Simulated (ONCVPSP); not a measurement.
## Configuration tests for Fe (ONCV)

iron (Fe), optimised norm-conserving Vanderbilt (ONCV), made with ONCVPSP 4.0.1 (Wu-Cohen, scalar-relativistic). Core [Ne], reference 3s2 3p6 3d6 4s2. Waves: 3s+4s: rc 1.50 bohr, ncon 3, nbas 7, qcut 7.4 1/bohr, 3 projectors, debl 2 Ha; 3p: rc 0.90 bohr, ncon 3, nbas 7, qcut 7.8 1/bohr, 2 projectors, debl 1.4 Ha; 3d: rc 1.00 bohr, ncon 4, nbas 9, qcut 14.6 1/bohr, 2 projectors, debl 0.6 Ha. Local part: polynomial inside 0.75 bohr (lpopt 5, dvloc0 4 Ha). Core correction: Teter function, fcfact 2.5, rcfact 1.

In the p channel the program set the typed energies aside and used -2.204, 0.250 Ha.

Energies are relative to the spin-unpolarised reference configuration 3s2 3p6 3d6 4s2; without spin polarisation the order of configurations can differ from experiment.

```json
{"valence configuration": "3s2 3p6 3d6 4s1", "charge": "+1", "ΔE all-electron (eV)": "8.761", "error AE − PS (meV)": "-0.3"}
{"valence configuration": "3s2 3p6 3d6 4s0", "charge": "+2", "ΔE all-electron (eV)": "24.853", "error AE − PS (meV)": "+0.1"}
{"valence configuration": "3s2 3p6 3d5 4s0", "charge": "+3", "ΔE all-electron (eV)": "59.073", "error AE − PS (meV)": "-6.8"}
{"valence configuration": "3s2 3p6 3d5 4s2 4p1", "charge": "0", "ΔE all-electron (eV)": "8.794", "error AE − PS (meV)": "+8.8"}
```

Levels in the configuration 3s2 3p6 3d6 4s0:

```
level  all-electron (eV)  pseudo (eV)
   3s           -112.234     -112.229
   3p            -78.411      -78.408
   3d            -25.707      -25.716
```
